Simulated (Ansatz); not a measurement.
AlSi8PH16⁻, a doped cluster cut from the lattice of silicon (Al and P 4.5 A apart), relaxed as a doublet with UKS PBE-D4/def2-SVP in Ansatz, starting from the PBE-D4/def2-SVP geometry of the neutral singlet. Force threshold 0.03 eV/Å.

Start:

```xyz
26

Si    0.133   -2.773    0.585
Si   -0.048    0.563    2.735
Si    2.837    0.028    0.054
P     0.070   -0.514   -2.356
Si   -0.143    2.645   -0.563
Si   -2.707   -0.011   -0.060
Al    1.524   -1.125    1.826
Si   -1.314   -1.700   -0.936
Si   -1.418    1.577    1.103
Si    1.425    1.137   -1.473
H    -0.897   -3.553    1.379
H     0.808   -3.798   -0.306
H    -1.055    0.032    3.734
H     0.605    1.753    3.410
H     3.713   -0.789   -0.876
H     3.696    1.204    0.477
H     0.899   -1.446   -3.055
H    -0.693    0.017   -3.442
H     0.675    3.783   -0.006
H    -0.993    3.185   -1.688
H    -3.677   -0.726    0.848
H    -3.491    0.597   -1.198
H     2.474   -1.835    2.916
H    -2.043   -2.532   -1.968
H    -2.390    2.614    1.622
H     2.010    1.668   -2.763
```

| step | energy (eV) | largest force component (eV/Å) | SCF passes |
| --- | --- | --- | --- |
| 1 | -79104.6149 | 0.802 | 24 |
| 2 | -79104.8773 | 0.728 | 26 |
| 3 | -79105.0358 | 0.483 | 25 |
| 4 | -79105.1829 | 0.305 | 24 |
| 5 | -79105.2519 | 0.419 | 21 |
| 6 | -79105.2676 | 0.425 | 21 |
| 7 | -79105.3219 | 0.249 | 21 |
| 8 | -79105.3814 | 0.338 | 20 |
| 9 | -79105.4387 | 0.432 | 20 |
| 10 | -79105.4948 | 0.357 | 20 |
| 11 | -79105.5064 | 0.179 | 20 |
| 12 (rejected) | -79105.5003 | 0.297 | 19 |
| 13 | -79105.5259 | 0.050 | 20 |
| 14 | -79105.5290 | 0.024 | 19 |
| 15 | -79105.5303 | 0.033 | 19 |
| 16 | -79105.5312 | 0.033 | 19 |
| 17 | -79105.5321 | 0.036 | 19 |
| 18 | -79105.5327 | 0.045 | 19 |
| 19 | -79105.5330 | 0.046 | 19 |
| 20 | -79105.5334 | 0.033 | 14 |
| 21 | -79105.5337 | 0.018 | 15 |

Force components are those of the run's own axes.

End:

```xyz
26

Si    0.191   -2.709    0.599
Si   -0.099    0.555    2.771
Si    2.822    0.122    0.078
P     0.223   -0.869   -2.711
Si   -0.041    2.773   -0.427
Si   -2.522    0.017   -0.210
Al    1.560   -1.059    1.859
Si   -1.148   -1.697   -1.058
Si   -1.397    1.613    1.105
Si    1.354    1.173   -1.430
H    -0.844   -3.489    1.398
H     0.934   -3.790   -0.173
H    -1.136   -0.036    3.716
H     0.473    1.726    3.556
H     3.661   -0.778   -0.817
H     3.797    1.203    0.525
H     0.017   -2.009   -3.658
H    -0.740   -0.049   -3.393
H     0.673    3.921    0.270
H    -0.917    3.423   -1.480
H    -3.603   -0.663    0.608
H    -3.242    0.685   -1.366
H     2.478   -1.740    3.014
H    -2.065   -2.668   -1.781
H    -2.457    2.553    1.653
H     2.026    1.791   -2.645
```

By distances, no bond broke or formed. The bond that changes most is P4–Si10, from 2.31 to 2.66 Å (atoms count from 1).

The force fell under the threshold at step 14, but the optimiser went on and released 0.005 eV more. No frequencies were taken in this run, so the end may be a saddle point.

It took 60 s on 2 threads of AMD EPYC 7R13 on a shared host and a share (18 GiB) of an NVIDIA H100 80GB HBM3, peak host memory 0.93 GiB.
